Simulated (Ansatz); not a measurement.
Coupled-cluster diagnostics for (NaH)4 cube (Na4H4), Ansatz.

Geometry of the singlet (PBE-D4/def2-SVP):

```xyz
8

Na    0.943   -1.624    0.161
H    -0.845   -1.365   -1.137
Na   -1.786   -0.254    0.546
H    -0.034   -0.595    1.875
Na    0.810    1.308    1.089
H     1.864    0.265   -0.570
Na    0.033    0.570   -1.796
H    -0.985    1.695   -0.167
```

Correlated methods freeze 4 core orbitals; core or outer-core shells of Na are correlated, in sets that lack core-valence functions.

(1) Estimate the CCSD(T) correlation energy, the shares of MP2 and (T), T1 and the reference's ⟨S²⟩ for: charge 0, singlet, own geometry in def2-TZVPP; and the rough time on 4 threads of Arm Neoverse V1 on a shared host.

Answers

(1) 
```
                          state       basis  correlation (eV)  MP2 share (%)  (T) share (%)     T1  ⟨S²⟩ (pure)  wall time
charge 0, singlet, own geometry  def2-TZVPP           -22.745           92.6            1.3  0.007  0.00 (0.00)       88 s
```
Customary marks for T1 are 0.02 (closed shells), 0.045 (open shells) and about 0.05 (3d metals). T1 stays under 0.02 throughout.
